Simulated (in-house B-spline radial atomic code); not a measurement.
RPA and G0W0 for Zn, [Ar] 3d10 4s2, as one setting changes: the share of exact exchange in the PBE hybrid start. A dash marks a level of low quasi-particle weight. Computed with a B-spline radial code for spherical atoms: all electrons, scalar-relativistic (spin-free one-electron X2C), finite nucleus, each spin shell either full or empty, empty states to l = 9 with an (l + 1/2)⁻⁴ tail; G0W0 by contour deformation at full frequency.

```
share of exact exchange in the PBE hybrid start  mean-field level (eV)  G0W0 level (eV)  RPA correlation (Eh)
                                              0                 -5.976                -               -2.3228
                                            0.1                 -6.266        4s -9.438               -2.2892
                                            0.2                 -6.555        4s -9.441               -2.2575
                                            0.3                 -6.844        4s -9.429               -2.2273
                                            0.4                 -7.132        4s -9.408               -2.1985
                                            0.5                      ?                ?                     ?
                                            0.6                      ?                ?                     ?
                                            0.7                 -7.991        4s -9.316               -2.1194
                                            0.8                 -8.275        4s -9.281               -2.0951
                                            0.9                 -8.557        4s -9.244               -2.0716
                                              1                 -8.838        4s -9.207                -2.049
```

(1) What belongs in the row for 0.6?

(2) What belongs in the row for 0.5?

Answers

(1) mean-field level (eV): -7.706; G0W0 level (eV): 4s -9.350; RPA correlation (Eh): -2.1447.

(2) mean-field level (eV): -7.419; G0W0 level (eV): 4s -9.381; RPA correlation (Eh): -2.171.
